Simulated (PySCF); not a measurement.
An equivalent PySCF input for Ne⁺ (neon, charge +1), [He] 2s2 2p5, 2P determinant, with the non-relativistic Hamiltonian (point nucleus):

```python
from pyscf import gto, scf, dft, mp, cc
import basis_set_exchange as bse
mol = gto.M(atom="Ne 0 0 0", charge=1, spin=1, symmetry="D2h",
            basis=gto.basis.parse(bse.get_basis("aug-cc-pVTZ", elements=["Ne"], fmt="nwchem", augment_diffuse=1)))
mf = scf.UHF(mol)
mf.irrep_nelec = {'Ag': (2, 2), 'B1u': (1, 1), 'B2u': (1, 1), 'B3u': (1, 0)}
mf.kernel()
```

It reaches the same state as the run whose output follows, and the same energy. The run itself started from symmetry-adapted Hartree-Fock orbitals and held the occupation by maximum overlap, so the iterations belong to that start.

```
SCF conv_tol = 1e-09
number electrons alpha = 5  beta = 4
cycle= 1 E= -127.809570816299  delta_E= -0.00486  |g|= 0.0317  |ddm|= 0.0312
cycle= 2 E= -127.80976651118  delta_E= -0.000196  |g|= 0.00666  |ddm|= 0.0069
cycle= 3 E= -127.809776740429  delta_E= -1.02e-05  |g|= 0.000258  |ddm|= 0.00214
cycle= 4 E= -127.809776769781  delta_E= -2.94e-08  |g|= 7.13e-05  |ddm|= 0.000267
cycle= 5 E= -127.809776772017  delta_E= -2.24e-09  |g|= 2.78e-05  |ddm|= 9.88e-05
cycle= 6 E= -127.809776772408  delta_E= -3.92e-10  |g|= 2.49e-06  |ddm|= 5.79e-05
converged SCF energy = -127.809776772408  <S^2> = 0.75265373  2S+1 = 2.002652
```
